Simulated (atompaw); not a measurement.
# Ta (Z = 73): variants of one PAW (atompaw) potential

Base potential:

atompaw 4.2.0.5 input, output lines left out:

```
Ta 73
GGA-PBE scalarrelativistic loggrid 2001 logderivrange -2 5 176
6 6 5 4 0 0
6 1 0
5 2 3
0 0 0
c
c
c
c
c
v
c
c
c
c
v
c
c
v
c
3
3.00 2.30 2.70 1.80
y
4.25
n
y
3.25
n
y
0.2
n
y
-0.2
n
custom polynom2 7 10 vanderbiltortho besselshape
4 0 troulliermartins
3.00
3.00
3.00
3.00
2.70
2.70
3.00
```

Cutoffs, loose and tight: the cutoffs (Ry, on a coarse ladder) from which the occupation-weighted sum of valence levels, in a spherical-Bessel basis at the reference potential, stays within 10 and 1 mRy of its value at 400 Ry. They see the waves, projectors and local potential, not the compensation charge or the core. A dash means not determined.

A true bound ghost makes a file unfit for plane-wave use even where its test errors are small: the radial tests pick states by their node count and pass the ghost by.

```csv
change,outcome,"cutoff, loose","cutoff, tight",bound ghosts
base,generated,25 Ry,45 Ry,f
reference 5d3 6s1.5 6p0; added wave 5f channel at 1.3 Ry: rc 3.00 bohr,generated,25 Ry,50 Ry,none
wave 5d channel at 0.2 Ry: rc 2.70 bohr becomes 5d channel at 0.2 Ry: rc 2.04 bohr,generated,25 Ry,45 Ry,f
"augmentation besselshape compensation charge, radius 2.30 bohr; PAW radius 3.00 bohr; waves and projectors: custom rrkj gramschmidtortho",generated,12 Ry,15 Ry,s
"local potential ultrasoft scheme with l = 4 at 0 Ry, radius 2.70 bohr",generated,25 Ry,45 Ry,f
"core [Kr] 4d10 4f14, valence charge 13; reference 5s2 5p6 5d3 6s0.5 6p0; waves now 5s (bound): rc 1.55 bohr; 6s (bound): rc 1.55 bohr; 5p (bound): rc 1.40 bohr; 6p (bound): rc 2.30 bohr; 5d (bound): rc 2.30 bohr; 5d channel at -0.4 Ry: rc 2.20 bohr; 5f channel at 0.3 Ry: rc 2.30 bohr; local potential troulliermartins scheme with l = 4 at 0 Ry, radius 1.60 bohr; core correction smooth core density matched at 2.20 bohr; augmentation besselshape compensation charge, radius 1.70 bohr; PAW radius 2.30 bohr; waves and projectors: custom polynom2 7 10 vanderbiltortho",generated,25 Ry,100 Ry,none
```

Task: What comes out with this change to the base: added wave 5f channel at 0.8 Ry: rc 3.00 bohr?

Result: outcome: generated; cutoff, loose: 25 Ry; cutoff, tight: 45 Ry; bound ghosts: none.
